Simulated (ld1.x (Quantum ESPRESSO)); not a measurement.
**Ranking TM potentials for niobium (Nb)**

All share these settings but for the change named:

ld1.x (Quantum ESPRESSO) 7.5 input, shortened:

```
&input
   title='Nb', zed=41., rel=1, dft='PBE', iswitch=3,
   config='[Kr] 4d2 5s0 5p0'
 /
 &inputp
   pseudotype=2, tm=.true., lloc=-2, rcloc=1.30,
   nlcc=.false.
 /
3
4S  1  0   2.00   0.00  1.45  1.45  0.0
4P  2  1   6.00   0.00  1.65  1.65  0.0
4D  3  2   2.00   0.00  1.90  1.90  0.0
 &test
   configts(1)='4s2 4p6 4d2 5s0 5p0'
 /
```

Cutoff: the first of the cutoffs (Ry, on a coarse ladder) from which the occupation-weighted sum of valence levels, in a spherical-Bessel basis at the reference potential, stays within 10 and 1 mRy of its value at 400 Ry; the density cutoff is not measured.

The base gives 70 Ry.

Of 12 variants that were run, those that failed, showed a ghost or another fault, or gave nearly equal values are left out.

A variant can come out equal or close to the base.

(1) Rank these variants from softest to hardest (loose cutoff).
A. wave 4s (bound): rc 1.45 bohr becomes 4s (bound): rc 1.26 bohr
B. all radii scaled by about 1.10 (s 1.60, p 1.82, d 2.10 bohr); local potential all-electron potential smoothed inside 1.44 bohr (lloc = -2)
C. functional LDA (PZ)

Results:

(1) B (55 Ry), C (70 Ry), A (80 Ry).
